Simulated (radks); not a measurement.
Question: The mean radii <r> (bohr) of the occupied orbitals of an atom or ion are listed with their occupations. All-electron calculation, scalar-relativistic Kohn-Sham, LDA (Slater exchange, Perdew-Wang correlation), spin-unpolarised, spherical densities, finite nucleus; Fermi nuclear charge, rms radius of each element as measured or else 0.836 A^(1/3) + 0.57 fm. Program: a radial shooting solver on a logarithmic mesh with Libxc functionals.

orbital  occ.      <r>
1s          2  0.03043
2s          2   0.1317
2p          6   0.1148
3s          2   0.3559
3p          6   0.3535
3d         10   0.3286
4s          2   0.7810
4p          2   0.8110

Name the element and its charge.

Answer: Z = 48, cadmium, charge +16: Cd16+ in [Ar] 3d10 4s2 4p2. The 1s radius gives Z: for a bare nucleus <r> = (2 gamma + 1)/(2Z) with gamma = sqrt(1 - (Z/c)^2), 0.02993 bohr for Z = 48, and screening makes it slightly larger (0.03043 here). The occupations add up to 32, and the charge is Z minus that.
